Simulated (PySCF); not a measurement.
# Distorted geometries of WO2(OH)2

WO2(OH)2 (singlet). PySCF 2.14.0, RKS r2SCAN, W def2-SVP with ECP60, O def2-SVP, H def2-SVP; non-relativistic Hamiltonian with scalar-relativistic core potentials where named; density fitting; no spin-orbit coupling. Relaxed geometry:

```xyz
7

W     0.0000    0.0000   -0.1803
O     0.8899    1.0639    0.8309
O    -0.8899   -1.0639    0.8309
O     1.2103   -0.9920   -1.2390
H     1.2889   -1.9534   -1.3012
O    -1.2103    0.9920   -1.2390
H    -1.2889    1.9534   -1.3012
```

Question: Order these distorted geometries by energy above the relaxed one, lowest first.
A.
```xyz
7

W    -0.0085    0.0223   -0.1580
O     0.8927    1.1010    0.8313
O    -0.8968   -1.0938    0.8246
O     1.2317   -0.9814   -1.2430
H     1.2926   -1.9795   -1.2953
O    -1.2498    1.0119   -1.2160
H    -1.2619    1.9195   -1.3427
```
B.
```xyz
7

W    -0.0465   -0.1466   -0.3787
O     0.7772    1.2187    0.8856
O    -0.9803   -1.1358    0.7825
O     1.1690   -0.9942   -1.0650
H     1.3839   -1.9656   -1.4519
O    -0.9781    1.0410   -1.1722
H    -1.3253    1.9825   -1.1993
```
C.
```xyz
7

W    -0.0901   -0.0512   -0.1427
O     0.8846    1.1088    0.9038
O    -0.9283   -1.0512    0.8265
O     1.3134   -1.1187   -1.2411
H     1.3428   -1.8912   -1.2851
O    -1.2349    1.0533   -1.2321
H    -1.2876    1.9503   -1.4284
```

Answer: A (0.15 eV), C (2.70 eV), B (4.58 eV).

Question: Which forces (eV/Å) act in the one that lies 4.58 eV up?

Answer: 
```
W    -4.51   6.99  18.81
O    -2.20  -5.06  -4.54
O     1.11   0.98  -2.56
O    10.73 -11.00  -8.08
H    -0.35   3.26   1.30
O    -5.38   6.60  -4.93
H     0.59  -1.76   0.00
```
Forces carry noise of the integration grid, about 0.01 to 0.03 eV/Å.

No frequency check is given that shows the relaxed geometry to be a minimum.
